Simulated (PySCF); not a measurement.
CH5FO2Si2, SMILES O=C(O)[Si@@H](F)[SiH3]. Atoms are numbered in the order given.

```xyz
11

O      1.4178     1.5376     0.3007
C      1.3117     0.4494    -0.2164
O      2.3627    -0.3198    -0.5264
Si    -0.4411    -0.2061    -0.6275
F     -0.4179    -1.8182    -0.8768
Si    -1.7453     0.3434     1.2210
H      3.1627     0.1668    -0.2563
H     -0.8579     0.4532    -1.8940
H     -3.0909    -0.2898     1.1069
H     -1.8919     1.8243     1.2783
H     -1.0655    -0.1507     2.4518
```

The structure is a stationary point at ωB97X-D3(BJ)/def2-SVP. The structure was generated by enumeration; whether it is a known compound was not checked. Other conformers were not sampled.

The numbers are results of PBE/pcSseg-1 (PySCF), not measurements.

GIAO shieldings, no solvent; atoms alike by connectivity are averaged. δ = σ(ref) − σ: ¹⁷O against H2O (σ = 334.3 ppm); ¹³C against TMS (σ = 182.0 ppm); ²⁹Si against TMS (σ = 335.4 ppm); ¹⁹F against CFCl3 (σ = 133.6 ppm); ¹H against TMS (σ = 31.49 ppm), references at their B3LYP-D3(BJ)/def2-TZVP geometries, non-relativistic.

```
nucleus         atoms  count  δ (ppm)
-------  ------------  -----  -------
¹⁷O                O1      1    493.2
¹⁷O                O3      1    257.9
¹³C                C2      1    185.1
²⁹Si              Si4      1     -3.8
²⁹Si              Si6      1   -111.5
¹⁹F                F5      1   -238.9
¹H                 H7      1     6.81
¹H                 H8      1     6.02
¹H       H9, H10, H11      3     3.85
```
